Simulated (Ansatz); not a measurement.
H₂OSi, triplet, geometry from GFN2-xTB (a higher spin typed on purpose: for a closed-shell molecule this is an excited state); CAM-B3LYP/def2-TZVP in Ansatz (a program for electronic structure).

Input for Ansatz:
Ansatz 0.2 input:
```yaml
crystal:
  periodic: [false, false, false]
  atoms:
    - {symbol: Si, position_ang: [0.06957115, -0.44374148, 0.00392664]}
    - {symbol: O, position_ang: [-0.17058125, 1.08800809, -0.00962772]}
    - {symbol: H, position_ang: [-0.99443389, -1.43247912, -0.00059018]}
    - {symbol: H, position_ang: [1.38508776, -1.05920486, 0.02263895]}
basis:
  gaussian:
    orbitals: def2-TZVP
    fitting: {mean_field: def2-universal-JKFIT}
hamiltonian:
  xc: cam_b3lyp
magnetization: {spin_polarized: true, initial_magnetization: 2}
```

### Question
Write the output that Ansatz gives for this input, abridged.

### Answer

```
Functional definition: CAM-B3LYP
241 factors; integrals over basis functions are off by at most 8.8e-1 eV
241 factors; integrals over basis functions are off by at most 3.0e-5 eV
mean field evaluation 1: about -9947.4272 eV, gradient 3.9e1 eV
mean field evaluation 2: about -9927.9539 eV, gradient 7.8e1 eV
mean field evaluation 4: about -9953.6577 eV, gradient 3.2e0 eV
mean field evaluation 8: about -9953.8065 eV, gradient 1.6e-1 eV
mean field evaluation 16: about -9953.8073 eV, gradient 7.5e-5 eV
mean field -9953.80731459 eV, -365.7956718781 hartree, gradient 1.8e-5 eV, S^2 2.007618; 1 other end points of the search recorded, 0 dependent functions left out
reference -9953.80741688 eV, -365.7956756374 hartree; 13, 11 occupied and 67, 69 virtual orbitals, 241 factors
Total energy: -9953.80741688 eV, -365.7956756374 hartree
```
